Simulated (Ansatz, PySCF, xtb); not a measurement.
Pulling on the Al1–H2 bond in AlF2H (SMILES [F][AlH][F]) (multiplicity 1 held, fragments rigid). Energies count from the point at 1.553 Å.
Geometry at that point (charge 0, multiplicity 1):
```xyz
4

Al    -0.29736    -0.20001    -0.23453
H     -1.37592    -0.92547    -1.08523
F     -0.21998     1.44164    -0.18461
F      0.80237    -1.04991     0.64396
```

R- and RO- levels are restricted; in cc, def2 and unpolarised 6-31G sets they are followed outwards from rest. U- levels take the lowest unrestricted solution at each point, which mixes spins at long bonds. Active spaces are followed from a long bond inwards. Left out are points that failed, MP2 points that dive below the minimum, coupled-cluster points behind a jump of the amplitudes or a sharp parting from full CI or MRCI, small-basis points behind a change of solution, and semi-empirical points at long bonds. Levels need not reach the same state.

Frozen-core correlation. Rows in 3-21G, 6-31G* carry no dispersion term and start afresh at each structure (6-31G* with six Cartesian d functions).

Programs: Ansatz (Gaussian orbitals); PySCF for 3-21G rows, 6-31G* rows; xtb for the GFN methods.  The GFN methods have no spin term and hold the electronic entropy of 300 K.

Energies in kcal/mol.

| R (Å) | GFN2-xTB | R-HF/3-21G | R-HF/6-31G* | R-B3LYP/cc-pV(T+d)Z | U-SCS-MP2/cc-pV(T+d)Z | FIC-MRCISD+Q on CASSCF(2,2)/cc-pV(T+d)Z |
|---|---|---|---|---|---|---|
| 1.243 | 18.6 | 29.3 | 29.0 | 25.7 | 26.3 | 26.4 |
| 1.398 | 1.1 | 6.3 | 6.0 | 5.0 | 5.1 | 5.2 |
| 1.553 | 0.0 | 0.0 | 0.0 | 0.0 | 0.0 | 0.0 |
| 1.709 | 5.1 | 3.3 | 3.5 | 3.4 | 3.7 | 3.4 |
| 1.864 | 12.7 | 12.0 | 12.3 | 11.3 | 11.9 | 11.2 |
| 2.097 | 25.3 | 29.8 | 29.9 | 26.6 | 28.1 | 26.4 |
| 2.330 | 38.2 | 49.3 | 48.9 | 42.7 | 51.2 | 41.9 |
| 2.719 | 58.4 | 80.4 | 79.0 | 66.9 | 76.1 | 63.4 |
| 3.107 | 75.5 | 107.2 | 105.0 | 86.1 | 84.3 | 77.0 |
| 3.573 | 90.7 | 133.0 | 130.1 | 102.7 | 87.3 | 84.7 |
| 4.194 | left out | 158.0 | 154.5 | 116.5 | 88.3 | 87.9 |
| 4.971 | left out | 177.4 | 173.9 | 125.6 | 88.5 | 88.6 |

Doubts at one or more of the structures used: a restricted determinant that unrestricted orbitals would lower (R-HF/3-21G, R-HF/6-31G*, R-B3LYP/cc-pV(T+d)Z); a spin-contaminated determinant (U-SCS-MP2/cc-pV(T+d)Z).

Ansatz is a first-principles code.
